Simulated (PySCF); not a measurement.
# Exercise with solution: oscillator strength and radiative lifetime

B(F)(H)(iPr) (C₃H₈BF), SMILES CC(C)BF.

The structure is a stationary point at B3LYP-D3(BJ)/def2-SVP. This is a generated structure with no PubChem entry under its InChIKey; it may be hypothetical. One conformer was computed; it need not be the lowest.

TDA-PBE/def2-SVPD (PySCF) puts the first singlet state with f over 0.02 at 6.83 eV (vertical), with the transition dipole (0.123, -0.118, 0.394) in atomic units.

Problem. Find the oscillator strength, the wavelength and the radiative lifetime that this transition would have in vacuum if emission retraced absorption.

Solution. 
|μ|² = 0.1843 au, so |μ| = 1.09 D. ΔE = 6.83/27.211 = 0.2510 hartree. f = (2/3) ΔE |μ|² = 0.031 (the program prints 0.031).
λ = 1239.84/6.83 = 182 nm; ν = 55088 cm⁻¹.
Einstein's coefficient A = 0.6670 ν² f s⁻¹ (ν in cm⁻¹) = 6.2e7 s⁻¹, so τ = 1/A = 16 ns. This state is S3; the lower singlets have f = 0.000, 0.006. The figure is the radiative limit of this one transition; relaxation, internal conversion, crossing to triplets and a medium change what is measured.
